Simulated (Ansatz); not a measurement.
# Molecular dynamics of Ba$_{16}$B

The input (input.yaml):

```yaml
accuracy: low
crystal:
  lattice:
    - [10.04, 0.0, 0.0]
    - [0.0, 10.04, 0.0]
    - [0.0, 0.0, 10.04]
  atoms:
    - { symbol: Ba, position: [-0.05159351, 0.00799016, -0.00202476] }
    - { symbol: Ba, position: [0.51158316, -0.008363, -0.00110574] }
    - { symbol: Ba, position: [-0.00650319, 0.43857282, -0.06604418] }
    - { symbol: Ba, position: [0.02098293, -0.03598562, 0.49035111] }
    - { symbol: Ba, position: [0.2553072, 0.25898148, 0.3031585] }
    - { symbol: Ba, position: [0.50557453, 0.48830726, 0.01062418] }
    - { symbol: Ba, position: [0.50302281, 0.00587, 0.49783149] }
    - { symbol: Ba, position: [0.7942246, 0.31732332, 0.24625946] }
    - { symbol: Ba, position: [-0.00376157, 0.5754365, 0.51026518] }
    - { symbol: Ba, position: [0.24783047, 0.7179655, 0.23048062] }
    - { symbol: Ba, position: [0.25129028, 0.24685106, 0.76254146] }
    - { symbol: Ba, position: [0.46548658, 0.48127653, 0.5248303] }
    - { symbol: Ba, position: [0.72713808, 0.69738954, 0.22272444] }
    - { symbol: Ba, position: [0.73799889, 0.24282819, 0.71493353] }
    - { symbol: Ba, position: [0.27232812, 0.82442903, 0.7639458] }
    - { symbol: Ba, position: [0.76015627, 0.7369704, 0.7897836] }
    - { symbol: B, position: [0.65710744, -0.01151142, 0.75808895] }
basis:
  ecutwfc: 420.0
kpoints:
  mp_grid: { grid: [2, 2, 2] }
hamiltonian:
  xc: pbe
scf:
  occupations: { method: fermi_dirac, width: 0.15 }
  lower_state_search: "off"
md:
  timestep: 1
  n_steps: 270
  ensemble: nvt_langevin
  temperature: 1680.0
  initial_velocities: maxwell_boltzmann
  seed: 396382
  friction: 0.01
```

Command:

```bash
$ ansatz run input.yaml --threads 4 --pin off --max-ram 10240MiB --backend cpu --events-out ev --progress --plain --runs-dir out
```

It goes on from the last frame of an earlier run, with new velocities.

Output, in part (step lines):

```
md step     0: t =     0.00 fs  T =  1581.2 K  F+E_penalty+E_count = -95345.32028567 eV  E_kin = 3.474509 eV  (8 SCF iters)
md step     1: t =     1.00 fs  T =  1594.1 K  F+E_penalty+E_count = -95345.31405950 eV  E_kin = 3.502816 eV  (6 SCF iters)
md step     2: t =     2.00 fs  T =  1607.3 K  F+E_penalty+E_count = -95345.30714371 eV  E_kin = 3.531895 eV  (6 SCF iters)
md step     3: t =     3.00 fs  T =  1615.4 K  F+E_penalty+E_count = -95345.29923042 eV  E_kin = 3.549733 eV  (6 SCF iters)
md step     4: t =     4.00 fs  T =  1517.8 K  F+E_penalty+E_count = -95345.28978692 eV  E_kin = 3.335225 eV  (6 SCF iters)
md step     5: t =     5.00 fs  T =  1563.1 K  F+E_penalty+E_count = -95345.27903124 eV  E_kin = 3.434720 eV  (4 SCF iters)
md step     6: t =     6.00 fs  T =  1572.0 K  F+E_penalty+E_count = -95345.26811735 eV  E_kin = 3.454320 eV  (4 SCF iters)
md step     7: t =     7.00 fs  T =  1682.2 K  F+E_penalty+E_count = -95345.25546717 eV  E_kin = 3.696541 eV  (5 SCF iters)
[... lines left out ...]
md step   269: t =   269.00 fs  T =  1073.6 K  F+E_penalty+E_count = -95344.90263614 eV  E_kin = 2.359138 eV  (4 SCF iters)
md step   270: t =   270.00 fs  T =  1089.7 K  F+E_penalty+E_count = -95344.89831644 eV  E_kin = 2.394543 eV  (6 SCF iters)
```

The steps, from the saved trajectory:

```tsv
time (fs)	T (K)	potential energy less start (eV)
0	1581	0.000
9	1731	0.093
18	1489	0.190
27	1365	0.237
36	1139	0.334
45	1178	0.444
54	1134	0.497
63	1284	0.523
72	1307	0.518
81	1583	0.483
90	1653	0.435
99	1706	0.518
108	1592	0.514
117	1556	0.309
126	1841	0.122
135	1755	0.036
144	2032	-0.070
153	1785	-0.148
162	1901	-0.200
171	1816	-0.204
180	1471	-0.167
189	1595	-0.155
198	1704	-0.121
207	1703	-0.073
216	1653	-0.041
225	1476	0.003
234	1118	0.081
243	939	0.173
252	845	0.297
261	856	0.369
270	1090	0.422
```

The run went to its last step. The mean temperature of the second half is 12 % below the set value. A run of 0.27 ps of so small a system gives no equilibrium averages. Limits of this set-up: coarse k mesh, odd electron count without spin, a small cell, in which the defect meets its images, low accuracy level.

Mean squared displacements from the first frame to the last, about the centre of mass: Ba 0.51 Å², B 0.91 Å².

Last frame:

```xyz
17
Lattice="10.0400 0.0000 0.0000 0.0000 10.0400 0.0000 0.0000 0.0000 10.0400" Properties=species:S:1:pos:R:3
Ba -0.525 -0.090 0.064
Ba 5.137 -0.066 0.516
Ba 0.427 4.928 -0.205
Ba -0.816 -0.559 5.109
Ba 2.600 2.204 2.583
Ba 4.112 4.153 0.119
Ba 5.621 -0.166 4.759
Ba 7.726 3.041 1.770
Ba 0.333 4.994 5.176
Ba 1.863 7.530 2.144
Ba 2.498 2.127 7.196
Ba 4.965 4.722 4.474
Ba 7.795 7.156 2.737
Ba 7.449 2.238 7.684
Ba 2.870 8.233 7.383
Ba 7.481 7.058 7.449
B 5.680 -0.547 7.807
```

Run time: 35 min on 4 threads of Intel(R) Xeon(R) Platinum 8488C (Sapphire Rapids) (shared host), peak memory 3.8 GiB.
